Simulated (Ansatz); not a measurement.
`[NH2][Ga]([F])[F]` + H₂S → `[F][Ga]([F])[SH]` + NH₃ at 700 K and 1 bar (ligand exchange at a Ga–N bond).

Isolated molecules relaxed with PBE0-D4/def2-TZVP in Ansatz; ΔE leaves out vibrations. CCSD(T)/CBS adds triple-zeta CCSD(T) − MP2 to the extrapolated MP2 energy (def2 sets, frozen cores). This one scheme is used for every species. For Ga outer-core shells are correlated without core-valence functions, which leaves a few kJ/mol of doubt a bond. Scalar relativity is left out up to krypton. Each species was taken in one conformer, which may not be the lowest.

```tsv
species	CCSD(T)/CBS energy (Eh)	H − E (kJ/mol)	S (J/(mol·K))
`[NH2][Ga]([F])[F]`	-2179.54122	134.6	403.9
H₂S	-398.97279	64.8	236.9
`[F][Ga]([F])[SH]`	-2522.02273	89.9	404.2
NH₃	-56.50880	116.9	226.5
```

H − E and S are ideal-gas, rigid-rotor, harmonic terms from PBE0-D4/def2-TZVP, for one conformer and one mirror image of each species. 1 Eh = 2625.50 kJ/mol, R = 8.31446 J/(mol·K).

Problem. By hand: ΔE, ΔH, ΔS and ΔG.

Solution. ΔE = (-2522.02273) + (-56.50880) − (-2179.54122) − (-398.97279) = -0.01752 Eh = -46.0 kJ/mol. Δ(H − E) = 89.9 + 116.9 − 134.6 − 64.8 = 7.4, so ΔH = -38.6 kJ/mol. ΔS = 404.2 + 226.5 − 403.9 − 236.9 = -10.1 J/(mol·K). ΔG = -38.6 − 700 × (-10.1)/1000 = -31.5 kJ/mol.

Problem. By hand: the equilibrium constant, and the temperature at which ΔG would vanish if ΔH and ΔS stayed fixed.

Solution. log₁₀ K = −ΔG/(RT ln 10) = 2.4. ΔG = 0 at ΔH/ΔS = 3822 K, far beyond where these terms or the molecules hold.

The number of gas molecules stays the same, so ΔS is small and ΔH decides. A doubt of 5 kJ/mol in ΔE shifts log₁₀ K by 0.4 here. Other conformers and mirror images would add mixing entropy, several J/(mol·K) or more a flexible species. These are equilibria of isolated gas molecules and say nothing of rates. Largest T1 diagnostic: 0.014 (customary marks: 0.02 for closed shells, 0.045 for open ones).
